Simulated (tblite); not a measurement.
Species: C5H10OSi.
Structure used (GFN2-xTB), in Å, numbered top down from 1:
```
atom  x, y, z in Å
C1     3.186   -0.368    0.360
C2     2.042    0.233    0.080
Si3    0.429   -0.133    0.968
C4    -0.895   -1.052   -0.061
C5    -1.819    0.096   -0.466
C6    -1.770    1.126    0.662
O7    -0.443    1.248    1.111
H8     3.256   -1.111    1.137
H9     4.104   -0.149   -0.165
H10    2.030    0.977   -0.708
H11    0.622   -0.749    2.283
H12   -1.434   -1.767    0.561
H13   -0.533   -1.591   -0.933
H14   -2.844   -0.227   -0.650
H15   -1.436    0.563   -1.376
H16   -2.106    2.113    0.336
H17   -2.397    0.801    1.501
```

Computed with GFN2-xTB (tblite): harmonic, unscaled wavenumbers at the GFN2-xTB geometry, gas phase. Errors from tens to a few hundred cm⁻¹ against measured bands are possible. Modes of hydrogen on silicon can be 10 to 20 % off. One conformer, not necessarily the lowest.

Harmonic wavenumbers (cm⁻¹): 43.3, 77.3, 136.1, 207.6, 223.9, 298.2, 453.8, 489.3, 554.6, 618.6, 668.0, 685.6, 757.6, 787.2, 822.5, 889.1, 919.2, 945.4, 990.7, 1009.5, 1025.4, 1054.2, 1101.8, 1151.0, 1164.3, 1223.6, 1260.3, 1266.7, 1313.1, 1326.4, 1421.6, 1478.3, 1488.6, 1497.0, 1676.8, 2248.3, 2906.5, 2955.2, 2975.6, 2989.0, 2994.7, 3023.7, 3024.8, 3078.1, 3106.8.

A = 4836, B = 1409, C = 1261 MHz; mass 114.050 u (most abundant isotopes); point group C1, symmetry number 1.

Problem. What is the zero-point energy?

Solution. Half the sum of the wavenumbers: 30165 cm⁻¹ = 86.25 kcal/mol.

Problem. Entropy at 298.15 K, 1 bar (ideal gas, RRHO, classical rotation)?

Solution. Translation 40.14, rotation 28.02, vibration 22.19: S = 90.3 cal/(mol K).

Problem. And Cp and H(298.15 K) − H(0)?

Solution. Cp = 32.41 cal/(mol K), of which vibrations give 24.46 (their classical limit is 45 R = 89.4); H(298.15 K) − H(0) = 5.85 kcal/mol without the zero-point energy, 3.48 from vibrations.

Problem. What must be added to the electronic energy to get the Gibbs energy at 298.15 K and 1 bar?

Solution. ZPE + [H(298.15 K) − H(0)] − T·S = 86.25 + 5.85 − 26.94 = 65.16 kcal/mol.

Problem. How do the functions run with temperature in this model?

Solution. 
```csv
T (K),S (cal/(mol K)),Cp (cal/(mol K)),H − H(0) (kcal/mol),G − H(0) (kcal/mol),ln q(vib)
100,66.2,15.8,1.18,-5.44,1.43
200,79.4,23.3,3.13,-12.75,3.38
300,90.5,32.6,5.91,-21.25,5.32
500,111.4,49.6,14.22,-41.47,9.38
800,138.6,65.8,31.75,-79.09,15.51
1000,154.0,72.8,45.65,-108.38,19.40
```

q(vib) and H(0) count from the zero-point level.

Hindered rotation and anharmonicity are outside this model. Other conformers, if any are populated, would add a mixing term that is left out. The structure is chiral; the term R ln 2 for an equal mix with its mirror image is left out.
